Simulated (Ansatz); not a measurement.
The first iterations of a band of H6S2SiSn2 (11 atoms, charge 0, multiplicity 1).

Computed with RHF/def2-SVP (Ansatz).

```
movable images  : 5
climbing image  : yes
spring          : 5.0 eV/Å²
optimiser       : quadratic models (default)
start path      : through a guess of the saddle point
force threshold : 0.05 eV/Å
iteration limit : 60
end points      : relaxed
```

Image 0:

```xyz
11
Properties=species:S:1:pos:R:3
S -1.235 2.980 0.705
Sn 0.498 1.383 0.097
S 0.795 -0.342 1.860
Si 0.097 -2.001 0.665
Sn -0.336 -0.723 -1.580
H -0.491 3.701 1.551
H 1.964 2.252 -0.012
H 1.132 -3.052 0.547
H -1.124 -2.615 1.232
H 0.702 -1.051 -2.896
H -1.938 -0.591 -2.149
```

Image 6:

```xyz
11
Properties=species:S:1:pos:R:3
S -0.538 3.323 0.891
Sn 0.783 1.426 0.138
S 0.925 -0.319 1.902
Si 0.101 -1.918 0.705
Sn -0.349 -0.577 -1.498
H -1.705 2.677 0.970
H 2.332 2.104 -0.090
H 1.072 -3.019 0.521
H -1.125 -2.478 1.314
H 0.543 -0.983 -2.896
H -1.975 -0.293 -1.937
```

| iteration | highest image above the first end (eV) | largest band force component (eV/Å) |
| --- | --- | --- |
| 1 | 85.030 | 340.949 |
| 2 | 34.203 | 152.227 |
| 3 | 17.663 | 93.533 |
| 4 | 7.757 | 47.545 |
| 5 | 3.396 | 22.065 |

Problem. Does the band converge within its limit, and where does its top end?

Solution. It converged. It ended after 16 iterations with the highest image 0.060 eV above the first end. A vibrational analysis at the climbing image gives one clearly imaginary mode, 118i cm⁻¹: a first-order saddle point.

The run took 6.3 min on 2 threads of Arm Neoverse V1, with other jobs on the host, peak memory 0.43 GiB.
